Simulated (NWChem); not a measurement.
System: SiH₂I cation

The following NWChem deck was run.

```
start job
memory heap 200 mb stack 900 mb global 1100 mb
charge 1
geometry units angstroms noautoz
  Si     0.000000     0.000000     1.788589
  I      0.000000     0.000000    -0.525219
  H      0.000000     1.289279     2.515381
  H      0.000000    -1.289279     2.515381
end
basis spherical
  * library def2-svp
end
ecp
  I library def2-ecp
end
dft
  xc xpbe96 cpbe96
  iterations 150
end
tddft
  nroots 8
end
task tddft energy
```

Structure relaxed at the PBE0/def2-SVP level. def2 effective core potentials on I; no spin-orbit coupling.

Vertical excitations in the gas phase.

Q: Predict the main results of this run. (PBE/def2-SVP with def2 effective core potentials on I, full TDDFT.) Quantities: lowest excitation, singlet (eV); oscillator strength of that lowest state; lowest state with f > 0.02, singlet (eV); oscillator strength of that bright state; lowest triplet (eV); orbital gap (eV).

A: 
```
Item                                      Result
----------------------------------------  ------
lowest excitation, singlet (eV)             2.79
oscillator strength of that lowest state   0.000
lowest state with f > 0.02, singlet (eV)    4.37
oscillator strength of that bright state   0.093
lowest triplet (eV)                         2.55
orbital gap (eV)                            2.68
```
